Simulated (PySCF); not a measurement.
# Electron correlation in Co²⁺ (cobalt, charge +2)

Starting occupation: [Ar] 3d6 4p1, 3d3/2 with m_j = +3/2, 3d5/2 with m_j = -3/2, -1/2, +1/2, +3/2, +5/2, 4p3/2 with m_j = +3/2. Calculation: PySCF 2.14, in x2c-TZVPall-2c with one added diffuse shell each of s, p, d type (7s8p5d1f, 63 functions); X2C-1e with screened-nucleus spin-orbit coupling, Gaussian nucleus. Frozen: [Ne]; 15 electrons correlated; the 6 highest virtual spinors left out.

MP2 pair energies summed by pair of shells (mhartree):

| pair | energy | share (%) |
| --- | --- | --- |
| 3d-3p | -145.99 | 40.0 |
| 3d-3d | -90.94 | 24.9 |
| 3p-3p | -60.71 | 16.7 |
| 3d-3s | -24.03 | 6.6 |
| 3p-3s | -23.05 | 6.3 |
| 3d-4p | -10.08 | 2.8 |
| 3p-4p | -6.30 | 1.7 |
| 3s-3s | -3.09 | 0.8 |
| 3s-4p | -0.45 | 0.1 |

Total MP2 correlation energy: -364.64 mhartree.

The GHF reference relaxed away from the jj start to a determinant that is no pure jj level (⟨S²⟩ = 8.75, ⟨J²⟩ = 35.75); the energies belong to that determinant.

This basis was not built for core-valence correlation, so the inner-shell part is incomplete.
